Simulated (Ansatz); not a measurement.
Ansatz (a program for electronic structure) input (B3LYP/3-21G): The .json file is the Basis Set Exchange's 3-21G.

Ansatz 0.2 input:
```yaml
crystal:
  periodic: [false, false, false]
  atoms:
    - {symbol: Cl, position_ang: [-1.40250737, -0.20014729, 0.02098688]}
    - {symbol: C, position_ang: [-0.03054783, 0.84410807, 0.00883340]}
    - {symbol: Cl, position_ang: [1.41328896, -0.09777321, -0.02410455]}
basis:
  gaussian:
    orbitals: 3-21G.json
hamiltonian:
  xc: {name: B3LYP}
output: {forces: true}
```

From the last part of the output:

```
WARN ansatz: RAYON_NUM_THREADS=1 ignored (pool sized by the plan → 1); use --threads N
Functional definition: B3LYP
integrals: 0.01 GiB planned
405 factors; integrals over basis functions are off by at most 2.0e-4 eV
mean field: 0.09 GiB planned
mean field evaluation 1: about -25952.3087 eV, gradient 7.8e0 eV
mean field evaluation 2: about -25952.4491 eV, gradient 5.2e0 eV
mean field evaluation 4: about -25952.5227 eV, gradient 1.8e-1 eV
mean field evaluation 8: about -25952.5595 eV, gradient 2.2e-3 eV
mean field -25952.55945175 eV, -953.7389685750 hartree, gradient 3.1e-5 eV, S^2 0.000000; 0 other end points of the search recorded, 0 dependent functions left out
the calculation of the forces begins
reference -25952.55963057 eV, -953.7389751466 hartree; 20, 20 occupied and 15, 15 virtual orbitals, 405 factors
Total energy: -25952.55963057 eV, -953.7389751466 hartree
Atom 0 at    -1.402507    -0.200147     0.020987 Å, force    -2.617334    -1.825055     0.024835 eV/Å
Atom 1 at    -0.030548     0.844108     0.008833 Å, force    -0.125044     3.455247     0.036158 eV/Å
Atom 2 at     1.413289    -0.097773    -0.024105 Å, force     2.742378    -1.630192    -0.060994 eV/Å
Dipole moment:     0.008588    -0.237313    -0.002483 e Å
```
